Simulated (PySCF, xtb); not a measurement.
C₃H₃N₂, SMILES C1=CN=C[N]1 (connectivity only; charge and spin as stated), charge -1, multiplicity 1.

GFN2-xTB (xtb) at its own geometry gives an orbital gap of 5.34 eV.

Geometry: B3LYP-D3(BJ)/def2-SVPD. The multiplicity is an assumed one; other spin states were not compared. The isomer is the one that the SMILES or the coordinates give; other isomers of the formula were not compared.

Task: What does PBE0/def2-SVPD in PySCF give? (Estimate from the structure and the level; the computed values follow.)

Result: gap 5.97 eV (levels -0.62 and 5.34 eV).
